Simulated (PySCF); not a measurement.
## N²⁺: excitation energy

N²⁺ [He] 2s2 2p1 (2P) → N²⁺ [He] 2s1 2p1 3s1 (4P), as a difference of total energies. All numbers are calculated (PySCF 2.14, the spin-free X2C one-electron Hamiltonian (Gaussian nucleus), in aug-cc-pCVTZ-DK with one added diffuse shell each of s, p, d, f type (8s7p5d3f, 75 functions)). Correlated levels: valence and next inner shell: nothing frozen. The calculations carry no spin-orbit coupling.

| method | excitation energy (eV) |
| --- | --- |
| UHF | 33.679 |
| MP2 (valence and next inner shell) | 35.071 |
| SCS-MP2 (valence and next inner shell) | 35.449 |
| CCSD (valence and next inner shell) | 35.602 |
| CCSD(T) (valence and next inner shell) | 35.636 |

Q: How much does correlation contribute at CCSD(T) (valence and next inner shell)?

A: 35.636 − (33.679) = 1.957 eV, measured against UHF.

The promoted electron is Rydberg-like, and one or two diffuse shells describe it only roughly, which tends to raise the upper state.
